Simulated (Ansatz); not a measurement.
The cluster SnO₄H₄. Charge 0, multiplicity 1. Geometry B3LYP-D4/def2-SVP; atoms count from 1.

```csv
atom,x (Å),y (Å),z (Å)
Sn1,0.3609,-0.4928,0.8451
O2,-0.4652,1.6965,-1.1152
O3,-0.5119,1.0994,1.3425
O4,-0.6326,-2.1834,0.5522
O5,0.3006,0.4809,-1.3147
H6,-1.5914,-2.0429,0.5717
H7,1.1296,0.8168,-1.6962
H8,1.9885,-1.0152,0.8876
H9,-0.5784,1.6407,-0.0731
```

In the def2 sets Sn takes a core potential; there is no spin–orbit coupling. The structure holds one bond between oxygen atoms, so isomers without such links may lie far lower. The structure comes from a short search, and lower isomers may exist.

Q: Estimate the Mulliken populations from the PBE0/def2-TZVP orbitals of Ansatz.

A: 
```tsv
atom	charge (e)
Sn1	0.99
O2	-0.32
O3	-0.72
O4	-0.68
O5	-0.33
H6	0.33
H7	0.36
H8	0.00
H9	0.37
```
Mulliken values and Mayer orders depend strongly on the basis.

Q: And the Mayer bond orders between bonded heavy atoms (over 0.3)?

A: Sn1–O3 1.50 (1.88 Å); Sn1–O4 0.96 (1.98 Å); O2–O5 0.88 (1.45 Å).
